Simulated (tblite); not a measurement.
Problem. What does the GFN2-xTB structure of `CC[C@@H](C)OC(=O)[C@H](C)O` look like in three dimensions?

Solution. 
```xyz
24
C7H14O3 angstrom
C     -2.6605    1.2356    0.5982
C     -2.3618   -0.0161   -0.2184
C     -1.0833   -0.7130    0.2411
C     -0.8708   -2.0557   -0.4494
O      0.0144    0.1665   -0.0772
C      1.1189    0.0574    0.6371
O      1.2933   -0.7024    1.5594
C      2.2189    0.9967    0.1526
C      2.7308    0.4840   -1.2021
O      3.2387    1.0522    1.1102
H     -3.5803    1.7009    0.2529
H     -2.7737    0.9871    1.6515
H     -1.8513    1.9545    0.4986
H     -3.1883   -0.7222   -0.1291
H     -2.2487    0.2477   -1.2714
H     -1.0930   -0.8580    1.3290
H     -1.6935   -2.7252   -0.2161
H      0.0555   -2.5084   -0.1041
H     -0.8163   -1.9176   -1.5267
H      1.8078    2.0056    0.0304
H      3.1069   -0.5314   -1.0966
H      1.9281    0.4993   -1.9334
H      3.5427    1.1212   -1.5408
H      3.1538    0.2609    1.6660
```

Orientation and origin are arbitrary. Atoms count from 1 in this order. The C–O distances run from 1.208 Å (C6=O7, drawn double) to 1.442 Å (C3–O5, drawn single), a spread of 0.234 Å. O5 (ester single-bonded oxygen) is bent (angle 117.8°). Of the pairs four or more bonds apart, those above aside, O7···H16 is among the closest relative to their van der Waals radii: 2.40 Å, 88 % of the sum of Bondi's values. H24 on O10 lies 2.10 Å from O7, 4 bonds away (angle at H 115°; Bondi radii sum to 2.72 Å).

Bonds between heavy atoms (Å): C1–C2 1.524, C2–C3 1.527, C3–C4 1.525, C3–O5 1.442, O5–C6 1.320, C6=O7 1.208, C6–C8 1.525, C8–C9 1.536, C8–O10 1.400.

Computed geometry: GFN2-xTB, gas phase.

Point group: C1 (no symmetry element, even within 0.4 Å). Its GFN2-xTB frequencies are all real (lowest 28 cm⁻¹). One conformer, not necessarily the lowest (C1–C2–C3–C4 173°, C2–C3–O5–C6 155°, C3–O5–C6–O7 -1°, O5–C6–C8–C9 -71°, C6–C8–O10–H 20°). 3 starts were optimised and ended at 0.00, 0.41 and 5.25 kcal/mol (GFN2-xTB); the lowest of these is shown.

On one thread, Intel Xeon Platinum 8488C (x86_64), shared host with 96 logical CPUs at a one-minute load of 38, this took 0.94 s. These figures are those of the optimisation.
